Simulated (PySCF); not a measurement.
Ionisation energy of Er⁴⁶⁺ by level of theory

Er⁴⁶⁺ [Ar] 3d4 (5D) → Er⁴⁷⁺ [Ar] 3d3 (4F), as a difference of total energies. Calculation: PySCF 2.14, in an even-tempered Gaussian basis (18 s from 10 bohr⁻², ratio 2.5; 12 p from 13 bohr⁻², ratio 2.5; 7 d from 13 bohr⁻², ratio 2.5; 4 f from 48 bohr⁻², ratio 2.7; 3 g from 72 bohr⁻², ratio 2.7); scalar relativity by spin-free X2C-1e. Correlated levels: outer shells: [Ne] frozen; virtual orbitals above 40 to 60 times the deepest correlated orbital energy dropped. The calculations carry no spin-orbit coupling.

```csv
method,ionisation energy (eV)
UHF,3896.8
LDA,3895.8
PBE,3894.8
PBE0,3895.8
r2SCAN,3894.8
TPSS,3893.5
B2PLYP,3896.2
MP2 (outer shells),3897.2
SCS-MP2 (outer shells),3896.6
```

Spin-orbit coupling is strong in these open shells (close to jj coupling). The scalar numbers leave it out and a first-order estimate fails, so it can dominate the gap to the real levels.

Breit and QED terms and the two-electron picture change are absent.

For comparison: 3916 ± 4 eV (theoretical estimate listed by NIST; NIST Atomic Spectra Database, ionization energies).
